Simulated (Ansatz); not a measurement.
C₃H₈AsB (`C[AsH]B1CC1`). Charge 0, multiplicity 1. All single points use the PBE0-D4/def2-TZVP geometry. It is one conformer, not always the lowest.

```xyz
13

C    -0.716   -2.103    0.966
As   -1.483   -0.299    0.774
B    -0.057    0.684   -0.152
C     1.426    1.058   -0.243
C     0.381    1.871   -1.012
H    -0.417   -2.526    0.010
H     0.156   -2.021    1.614
H    -1.452   -2.750    1.442
H    -2.400   -0.535   -0.411
H     1.915    1.529    0.605
H     2.100    0.432   -0.821
H     0.371    1.777   -2.095
H     0.176    2.884   -0.677
```

Task: What is the dipole moment at ωB97M-V/def2-TZVPP? (Estimate.)

Result: The calculation gave: 0.96 D, with components (0.45, -0.80, -0.28) D in this frame, pointing from negative to positive charge.

Task: And with PBE, r2SCAN, B3LYP? (Estimate.)

Result: The calculation gave: PBE 0.95 D, r2SCAN 1.03 D, B3LYP 0.94 D.

Task: Give the Mulliken charges with ωB97M-V, r2SCAN, PBE in def2-TZVPP. (Best estimate.)

Result: Ansatz gave: 
| atom | ωB97M-V | r2SCAN | PBE |
| --- | --- | --- | --- |
| C1 | -0.45 | -0.29 | -0.39 |
| As2 | 0.06 | 0.15 | 0.14 |
| B3 | 0.10 | 0.02 | -0.01 |
| C4 | -0.28 | -0.20 | -0.23 |
| C5 | -0.27 | -0.18 | -0.21 |
| H6 | 0.13 | 0.09 | 0.12 |
| H7 | 0.14 | 0.09 | 0.12 |
| H8 | 0.14 | 0.09 | 0.12 |
| H9 | 0.00 | -0.04 | -0.03 |
| H10 | 0.11 | 0.07 | 0.09 |
| H11 | 0.11 | 0.07 | 0.09 |
| H12 | 0.10 | 0.07 | 0.09 |
| H13 | 0.11 | 0.07 | 0.09 |

B3LYP here is the variant with VWN-RPA as its local correlation; programs differ in this.
